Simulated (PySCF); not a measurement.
**Krypton: a sound run and one with changed settings**

Sound run: Kr [Kr], Kr⁺ [Ar] 3d10 4s2 4p5. Calculation: PySCF 2.14, in pcseg-2 (6s5p3d1f, 43 functions); the non-relativistic Hamiltonian (point nucleus). The sound run starts from symmetry-adapted Hartree-Fock orbitals and uses a fine grid where one is needed.

Changed run: 26 angular points. This setting is unsound on purpose.

| species | method | sound run (hartree) | changed run (hartree) | converged |
| --- | --- | --- | --- | --- |
| Kr | UHF | -2752.02415 | -2752.02415 | yes |
| Kr | M06-L | -2753.68145 | -2753.68145 | yes |
| Kr | r2SCAN | -2753.78530 | -2753.78530 | yes |
| Kr⁺ | UHF | -2751.54303 | -2751.54303 | yes |
| Kr⁺ | M06-L | -2753.17485 | -2753.17689 | yes |
| Kr⁺ | r2SCAN | -2753.26382 | -2753.26449 | yes |

Ionisation energy of Kr:

```tsv
method	sound run (eV)	changed run (eV)
UHF	13.092	13.092
M06-L	13.785	13.730
r2SCAN	14.190	14.172
```

A coarse angular grid integrates products of high-l functions wrongly, so density functionals can shift, and the SCF can exploit the error; Hartree-Fock and MP2 need no grid.

For comparison, NIST gives 14.000 eV between the lowest levels.
